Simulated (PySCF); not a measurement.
CHF3O3S, charge +1, doublet, geometry from GFN2-xTB (a state made from the parent by changing its charge; the spin is typed, not shown lowest). Base run: B3LYP/STO-3G (PySCF).

Geometry (Å):
```xyz
9

O      1.4291    -0.4993    -1.0453
S      0.9051     0.2850     0.1567
O      1.1616    -0.3237     1.3951
O      0.7716     1.6550    -0.0943
C     -1.0743    -0.2256    -0.0800
F     -1.6685     0.3504     0.9045
F     -1.3918     0.2191    -1.2470
F     -1.0365    -1.5189    -0.0056
H      1.9378    -1.3181    -0.9378
```
Charge +1, spin multiplicity 2.
Orbitals are unrestricted.
All else is at PySCF's defaults.
Base energy -948.99734 Eh.

The base run was repeated with changes; each row names its change, and settings that it needs were set with it.

```
change                                ΔE vs base (mEh)  grid points  electrons on the grid
------------------------------------  ----------------  -----------  ---------------------
base                                             0.000       127840               73.00000
grids.level = 0                                 -102.4         9848               73.03782
grids.becke_scheme = stratmann                   0.008       127840               73.00000
grids.atom_grid = (30, 110)                      0.422        22072               73.00056
grids.prune = dft.gen_grid.sg1_prune            -0.003        55296               73.00006
grids.radi_method = mura_knowles                 0.000       122008               73.00000
grids.prune = off                               -0.001       208376               73.00000
grids.level = 4                                  0.005       244296               73.00000
grids.level = 5                                  0.005       370136               73.00000
grids.atom_grid = (75, 302)                      0.010       127640               72.99999
grids.atom_grid = (150, 974)                     0.006       707104               73.00000
```

Open shells are given as the SCF converged; they aren't shown to be the lowest states, and a large step between rows can be another state.
